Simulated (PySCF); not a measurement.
A side-by-side comparison of computed properties.

First species: Bromine monofluoride, BrF.
Structure used (PBE0-D3(BJ)/def2-SVP), in Å, numbered top down from 1:
```
atom  x, y, z in Å
F1    -0.698    0.449   -0.151
Br2    0.742   -0.539    0.157
```

Second species: C3H11FGaN.
SMILES: `[F][Ga@H-]([NH3+])[CH](C)C`

Levels: wB97X-D/def2-SVPD for dipole moment, HOMO energy, LUMO energy, HOMO–LUMO gap, static isotropic polarisability and electronic spatial extent ⟨r²⟩ about the centre of nuclear charge; TDDFT wB97X-D/def2-SVPD for lowest singlet excitation; TDA wB97X-D/def2-SVPD for lowest triplet excitation (Tamm–Dancoff); ΔSCF wB97X-D/def2-SVPD for vertical ionisation energy; PBE0-D3(BJ)/def2-SVP for smallest rotational constant. Geometries: PBE0-D3(BJ)/def2-SVP. Each structure is a single optimised conformer of the isolated species, non-relativistic unless stated. Electronic properties by PySCF.

The conformers computed, where there is a choice (atom-mapped SMILES and torsion angles):
- `[CH3:1][CH:2]([CH3:3])[Ga@@H-:4]([NH3+:5])[F:6]`: C1–C2–Ga4–N5 -59°

(1) Which has the higher HOMO energy?

(2) Which of the two has the higher S1 energy, and by how much?

(3) Which of the two has the higher static isotropic polarisability, and by how much?

(4) Which has the higher vertical ionisation energy?

(5) Which of the two has the higher LUMO energy, and by how much?

(6) Which has the higher HOMO–LUMO gap?

(7) Which has the higher dipole moment?

(8) Which of the two has the higher ⟨r²⟩, and by how much?

Results:

(1) The second: -8.71 eV against -10.98 eV, a difference of 2.27 eV.

(2) The second: 6.28 eV against 3.35 eV, a difference of 2.93 eV.

(3) The second: 77.3 au against 24.1 au, a difference of 53.2 au.

(4) The first: 12.08 eV against 8.90 eV, a difference of 3.18 eV.

(5) The second: 1.30 eV against -1.86 eV, a difference of 3.16 eV.

(6) The second: 10.01 eV against 9.12 eV, a difference of 0.89 eV.

(7) The second: 4.76 D against 1.48 D, a difference of 3.28 D.

(8) The second: 966 bohr² against 132 bohr², a difference of 834 bohr².

On the first: The polarisability is 3.57 Å³ as a volume (1 au = 0.148185 Å³), or 0.55 au for each of the 44 electrons. No computed singlet falls in the visible range (750 to 380 nm, 1.65 to 3.26 eV); S1 lies 0.09 eV above its blue end. The calculation is non-relativistic and has no spin–orbit coupling, an omission that weighs most on bromine.

On the second: The principal polarisabilities are 71.5, 75.5 and 84.9 au; their mean is the isotropic value. In wavenumbers S1 is 50700 cm⁻¹ (1 eV = 8065.54 cm⁻¹). Relativistic effects, spin–orbit coupling among them, are left out although an element past zinc is present.
